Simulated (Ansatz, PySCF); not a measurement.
C₆H₇, SMILES C1=CC=[C]CC1, multiplicity 2. Atoms are numbered in the order given.

```xyz
13

C     -0.0187    -1.4120    -0.1603
C      1.2002    -0.8865    -0.2134
C      1.2943     0.5844    -0.2111
C      0.2262     1.3355     0.1077
C     -1.0703     0.6977     0.5284
C     -1.2966    -0.6706    -0.1402
H      2.1090    -1.4916    -0.2837
H      2.2514     1.0493    -0.4651
H      0.3066     2.4260     0.1327
H     -1.9261     1.3587     0.3206
H     -1.0479     0.5657     1.6285
H     -1.6412    -0.5406    -1.1847
H     -2.0933    -1.2224     0.3831
```
Charge 0, spin multiplicity 2.

The structure is a stationary point at PBE0-D3(BJ)/def2-SVP. The isomer is the one that the SMILES or the coordinates give; other isomers of the formula were not compared. One conformer was computed; it need not be the lowest.

Two levels are set side by side: PBE-D3(BJ)/def2-SVP (Ansatz, a quantum-chemistry and plane-wave program) and PBE0-D3(BJ)/def2-SVP (Ansatz). Each level has its own optimised geometry; the coordinates shown are those of the second. Frequencies come from the Hessian of PySCF at each geometry. Differences are taken from unrounded values.

| quantity | PBE0-D3(BJ) | PBE-D3(BJ) | PBE-D3(BJ) minus PBE0-D3(BJ) |
|---|---|---|---|
| mean bond length (Å) | 1.259 | 1.268 | 0.009 |
| bond C1–C2 (Å) | 1.328 | 1.338 | 0.010 |
| bond C1–C6 (Å) | 1.478 | 1.482 | 0.005 |
| bond C2–C3 (Å) | 1.474 | 1.480 | 0.006 |
| bond C3–C4 (Å) | 1.344 | 1.356 | 0.012 |
| bond C4–C5 (Å) | 1.505 | 1.512 | 0.007 |
| bond C5–C6 (Å) | 1.540 | 1.553 | 0.013 |
| bond C2–H7 (Å) | 1.094 | 1.103 | 0.008 |
| bond C3–H8 (Å) | 1.094 | 1.102 | 0.008 |
| bond C4–H9 (Å) | 1.094 | 1.102 | 0.008 |
| bond C5–H10 (Å) | 1.101 | 1.110 | 0.008 |
| bond C5–H11 (Å) | 1.108 | 1.117 | 0.009 |
| bond C6–H12 (Å) | 1.108 | 1.117 | 0.009 |
| bond C6–H13 (Å) | 1.101 | 1.110 | 0.009 |
| highest harmonic wavenumber (cm⁻¹) | 3215 | 3121 | -94 |
| mean harmonic wavenumber (cm⁻¹) | 1460 | 1408 | -51 |
| zero-point energy (kcal/mol) | 68.85 | 66.43 | -2.42 |

GGA bonds tend to be longer and softer than those of functionals with exact exchange. Differences between two approximate levels are no errors against the true value.
